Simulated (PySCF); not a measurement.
silicon monosulfide cation (SSi), SMILES [Si]=S (connectivity only; charge and spin as stated), charge +1, multiplicity 2.

Coordinates come from a r2SCAN-D4/def2-TZVPD optimisation. The multiplicity is an assumed one; other spin states were not compared.

These are r2SCAN-D4/def2-TZVPD run with PySCF values and carry that method's errors.

Frequencies are harmonic and unscaled.

Computed normal modes with their intensities:
```csv
mode,ν (cm⁻¹),IR (km/mol),moving atoms (share of kinetic energy)
1,588,69.0,"Si 53 %, S 47 %"
```
